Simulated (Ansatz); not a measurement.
Ansatz (a first-principles code) job for CCuO, SMILES O=[C+][Cu], charge +1, multiplicity 1, PBE-D3(BJ)/def2-TZVP. 

Ansatz 0.2 input:
```yaml
crystal:
  periodic: [false, false, false]
  atoms:
    - {symbol: Cu, position_ang: [0.00000000, 0.00000000, 0.83417674]}
    - {symbol: C, position_ang: [0.00000000, 0.00000000, -1.09153898]}
    - {symbol: O, position_ang: [0.00000000, 0.00000000, -2.20523644]}
basis:
  gaussian:
    orbitals: def2-TZVP
hamiltonian:
  xc: pbe
  dispersion: d3bj
total_charge: 1
relax: {f_tol: 0.002, max_steps: 200}
```

Log of the run:

```
WARN ansatz: RAYON_NUM_THREADS=1 ignored (pool sized by the plan → 1); use --threads N
Functional definition: PBE
integrals: 0.03 GiB planned
784 factors; their error is unknown
mean field: 0.25 GiB planned
mean field evaluation 1: about -47684.9634 eV, gradient 1.7e2 eV
mean field evaluation 2: about -46898.1072 eV, gradient 6.0e2 eV
mean field evaluation 4: about -47698.0294 eV, gradient 8.7e1 eV
mean field evaluation 8: about -47708.4709 eV, gradient 1.1e0 eV
mean field evaluation 16: about -47708.4437 eV, gradient 8.7e-4 eV
mean field -47708.44374880 eV, -1753.2529698238 hartree, gradient 2.1e-5 eV, S^2 0.000000; 0 other end points of the search recorded, 0 dependent functions left out
the calculation of the forces begins
reference -47708.44378351 eV, -1753.2529710992 hartree; 21, 21 occupied and 86, 86 virtual orbitals, 784 factors
relax step   1: F+E_penalty+E_count = -47708.48348733 eV  Δ(F+E_penalty+E_count) = +0.000e0 eV  max|allowed force component| = 2.527e0 eV/Å  Δτ_max = 0.0000 Å  (31 SCF iters, accepted)
these checks for a lower state are left out or cut short: starts, cluster_reference, orbital_swaps, neighbouring_geometries, increment
integrals: 0.03 GiB planned
784 factors; their error is unknown
mean field: 0.25 GiB planned
mean field -47708.47434971 eV, -1753.2540943863 hartree, gradient 1.1e-5 eV, S^2 0.000000; 0 other end points of the search recorded, 0 dependent functions left out
the calculation of the forces begins
reference -47708.47438453 eV, -1753.2540956662 hartree; 21, 21 occupied and 86, 86 virtual orbitals, 784 factors
relax step   2: F+E_penalty+E_count = -47708.51414721 eV  Δ(F+E_penalty+E_count) = -3.066e-2 eV  max|allowed force component| = 5.739e-1 eV/Å  Δτ_max = 0.0140 Å  (30 SCF iters, accepted)
these checks for a lower state are left out or cut short: starts, cluster_reference, orbital_swaps, neighbouring_geometries, increment
integrals: 0.03 GiB planned
784 factors; their error is unknown
mean field: 0.25 GiB planned
mean field evaluation 32: about -47708.4888 eV, gradient 1.1e-1 eV
mean field -47708.48885630 eV, -1753.2546274938 hartree, gradient 1.4e-5 eV, S^2 0.000000; 0 other end points of the search recorded, 0 dependent functions left out
the calculation of the forces begins
reference -47708.48889109 eV, -1753.2546287723 hartree; 21, 21 occupied and 86, 86 virtual orbitals, 784 factors
relax step   3: F+E_penalty+E_count = -47708.52891024 eV  Δ(F+E_penalty+E_count) = -1.476e-2 eV  max|allowed force component| = 1.361e-1 eV/Å  Δτ_max = 0.0403 Å  (31 SCF iters, accepted)
these checks for a lower state are left out or cut short: starts, cluster_reference, orbital_swaps, neighbouring_geometries, increment
integrals: 0.03 GiB planned
784 factors; their error is unknown
mean field: 0.25 GiB planned
mean field -47708.48935999 eV, -1753.2546460041 hartree, gradient 1.1e-5 eV, S^2 0.000000; 0 other end points of the search recorded, 0 dependent functions left out
the calculation of the forces begins
reference -47708.48939479 eV, -1753.2546472831 hartree; 21, 21 occupied and 86, 86 virtual orbitals, 784 factors
relax step   4: F+E_penalty+E_count = -47708.52937751 eV  Δ(F+E_penalty+E_count) = -4.673e-4 eV  max|allowed force component| = 4.329e-3 eV/Å  Δτ_max = 0.0059 Å  (31 SCF iters, accepted)
these checks for a lower state are left out or cut short: starts, cluster_reference, orbital_swaps, neighbouring_geometries, increment
integrals: 0.03 GiB planned
784 factors; their error is unknown
mean field: 0.25 GiB planned
mean field -47708.48935217 eV, -1753.2546457166 hartree, gradient 4.8e-5 eV, S^2 0.000000; 0 other end points of the search recorded, 0 dependent functions left out
the calculation of the forces begins
reference -47708.48938697 eV, -1753.2546469955 hartree; 21, 21 occupied and 86, 86 virtual orbitals, 784 factors
relax step   5: F+E_penalty+E_count = -47708.52937193 eV  Δ(F+E_penalty+E_count) = +5.573e-6 eV  max|allowed force component| = 4.010e-2 eV/Å  Δτ_max = 0.0003 Å  (20 SCF iters, rejected (line search))
these checks for a lower state are left out or cut short: starts, cluster_reference, orbital_swaps, neighbouring_geometries, increment
integrals: 0.03 GiB planned
784 factors; their error is unknown
mean field: 0.25 GiB planned
mean field -47708.48935971 eV, -1753.2546459938 hartree, gradient 3.7e-6 eV, S^2 0.000000; 0 other end points of the search recorded, 0 dependent functions left out
the calculation of the forces begins
reference -47708.48939451 eV, -1753.2546472728 hartree; 21, 21 occupied and 86, 86 virtual orbitals, 784 factors
relax step   6: F+E_penalty+E_count = -47708.52937816 eV  Δ(F+E_penalty+E_count) = -6.517e-7 eV  max|allowed force component| = 1.671e-3 eV/Å  Δτ_max = 0.0001 Å  (20 SCF iters, accepted)
integrals: 0.03 GiB planned
784 factors; their error is unknown
mean field: 0.25 GiB planned
mean field evaluation 64: about -47708.5055 eV, gradient 3.0e0 eV
mean field -47708.48935971 eV, -1753.2546459938 hartree, gradient 1.0e-5 eV, S^2 0.000000; 1 other end points of the search recorded, 0 dependent functions left out
the calculation of the forces begins
reference -47708.48939451 eV, -1753.2546472728 hartree; 21, 21 occupied and 86, 86 virtual orbitals, 784 factors
Total energy: -47708.52941296 eV, -1753.2561179237 hartree
Atom 0 at    -0.000000     0.000000     0.785660 Å, force    -0.000000     0.000000    -0.001671 eV/Å
Atom 1 at     0.000000    -0.000000    -1.059946 Å, force     0.000000    -0.000000     0.001009 eV/Å
Atom 2 at    -0.000000     0.000000    -2.188313 Å, force    -0.000000    -0.000000     0.000663 eV/Å
Dipole moment:    -0.000000     0.000000     0.504035 e Å
```

The run converged.
